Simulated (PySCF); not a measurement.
PBE on Sc⁻ (scandium, charge -1), [Ar] 3d2 4s2, high-spin 3F determinant. All numbers are calculated (PySCF 2.14, the spin-free X2C one-electron Hamiltonian (Gaussian nucleus), in aug-cc-pVTZ-DK).

```
cycle= 1 E= -763.967740617604  delta_E= -0.0206  |g|= 0.102  |ddm|=  4.3
cycle= 2 E= -763.907029246532  delta_E= 0.0607  |g|= 0.297  |ddm|= 1.39
cycle= 3 E= -763.968967224093  delta_E= -0.0619  |g|= 0.0775  |ddm|= 1.32
cycle= 4 E= -763.967163687453  delta_E= 0.0018  |g|= 0.0878  |ddm|= 0.0328
cycle= 5 E= -763.974912776079  delta_E= -0.00775  |g|= 0.00993  |ddm|= 0.235
cycle= 6 E= -763.975010954237  delta_E= -9.82e-05  |g|= 0.00224  |ddm|= 0.0477
cycle= 7 E= -763.975017249646  delta_E= -6.3e-06  |g|= 0.000197  |ddm|= 0.0212
cycle= 8 E= -763.975017727833  delta_E= -4.78e-07  |g|= 0.000154  |ddm|= 0.0334
cycle= 9 E= -763.975016973281  delta_E= 7.55e-07  |g|= 0.000287  |ddm|= 0.0798
cycle= 10 E= -763.9750170621  delta_E= -8.88e-08  |g|= 4.14e-05  |ddm|= 0.00996
cycle= 11 E= -763.975017060646  delta_E= 1.45e-09  |g|= 1.15e-05  |ddm|= 0.00617
cycle= 12 E= -763.975017060774  delta_E= -1.29e-10  |g|= 2.34e-06  |ddm|= 0.000439
converged SCF energy = -763.975017060774  <S^2> = 2.006136  2S+1 = 3.0040879
```

Highest occupied orbital energy: 1.754 eV; ⟨L²⟩ = 12.02; populations by l: s 8.00, p 12.00, d 2.00, f 0.00.

Problem. Can this result be used?

Solution. With care. Self-consistency was reached. The configuration of this anion was assumed by filling the next shell in order. It is not the known or likely ground configuration (Ca⁻, Sr⁻ and Ba⁻, for instance, bind a p electron), so these values are not the electron affinity of the element. At PBE the highest occupied level has a positive energy, so only the finite basis holds that electron.
